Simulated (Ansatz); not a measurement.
`[CH3][V]([NH2])([F])=[S]`, relaxed with RKS PBE0-D4/def2-TZVP in the Gaussian-basis code of Ansatz from a PBE-D4/def2-SVP geometry. The force threshold is 0.005 eV/Å; the program also tests the step.

Charge 0, multiplicity 1.

Start:

```xyz
10

C     1.453    0.037    0.097
V    -0.411   -0.099   -0.669
N    -1.503    0.165    0.750
F    -0.538    1.088   -1.923
S    -0.589   -2.029   -1.239
H     1.630   -0.695    0.907
H     1.561    1.074    0.485
H     2.167   -0.138   -0.735
H    -2.073   -0.523    1.251
H    -1.697    1.121    1.077
```

(1) How much energy does the relaxation release, and in how many steps? (Best estimate.)

(2) Which bonds change most? (Best estimate.)

(3) Give the relaxed structure. (An estimate is asked.)

Results:

(1) Computed: 3.75 kJ/mol, in 6 steps.

(2) Computed: V2–S5 from 2.020 to 1.996 Å; C1–H6 from 1.106 to 1.089 Å; C1–H8 from 1.110 to 1.093 Å; C1–H7 from 1.112 to 1.095 Å.

(3) Ansatz gave: 
```xyz
10

C     1.441    0.034    0.092
V    -0.412   -0.107   -0.658
N    -1.498    0.167    0.753
F    -0.502    1.086   -1.910
S    -0.578   -2.015   -1.223
H     1.620   -0.685    0.890
H     1.533    1.057    0.471
H     2.139   -0.130   -0.732
H    -2.058   -0.516    1.239
H    -1.685    1.109    1.077
```
